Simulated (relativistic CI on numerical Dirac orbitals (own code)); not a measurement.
# L2,3 absorption of copper in several valence states

Computed multiplet spectra 2p⁶3dⁿ → 2p⁵3dⁿ⁺¹ (Dirac-Coulomb-Breit ions, Slater integrals scaled by 0.7, an assumed crystal field that grows with the charge, no charge transfer; 300 K; Lorentzian 0.4 eV and Gaussian 0.3 eV FWHM at both edges, so that L2 comes out sharper than in experiment). Peaks over 5 % are given in eV from the highest peak in the L3 region of each spectrum (height, largest 100). S of the lowest state is read from ⟨S²⟩, and the branching ratio is the share of L3, cut at the minimum between the edges.

Field parameters in Wybourne normalisation: Td as Oh with Dq negative (B⁴₀ = 21Dq, B⁴₄ = √(5/14) B⁴₀). The field is a parameter set, without covalency.

- Cu2+ (d9, Td, 10Dq = -6250 cm⁻¹): S = 0.50, branching ratio 0.99; peaks 0.0 (100)
- Cu4+ (d7, Td, 10Dq = -9900 cm⁻¹): S = 1.50, high spin, branching ratio 0.76; peaks 0.0 (100), 0.5 (81), 1.3 (56), 1.6 (55), 2.6 (25), 3.3 (19), 4.3 (9), 5.1 (8), 20.7 (28), 21.4 (45), 23.5 (6), 24.0 (8)

What spin state follows for Cu3+ in Td, 10Dq = -8050 cm⁻¹, and does its branching ratio lie nearer 2/3 or nearer 0.8?

Cu3+ (d8, Td, 10Dq = -8050 cm⁻¹): S = 1.00, branching ratio 0.91; peaks 0.0 (100), 0.5 (67), 2.6 (15), 21.8 (12). High-spin states, above all those with an unquenched orbital moment, raise the ratio above the statistical 2/3; low spin and nearly empty shells keep it near or below 2/3.

The centroid of the whole edge, which also moves with the branching ratio, lies at 931.6 (Cu2+), 936.2 (Cu3+), 943.3 (Cu4+) eV in this ionic model, in steps of 4.6 to 7.1 eV. Compounds show about 1 to 2 eV a unit and lower energies for the high valences, since ligands screen the charge. The multiplet shape follows the d count and the spin state, and so serves as a fingerprint of valence. For d9 in this field spin-orbit coupling puts the hole into a state that the L2 transition cannot reach; a distortion restores L2.
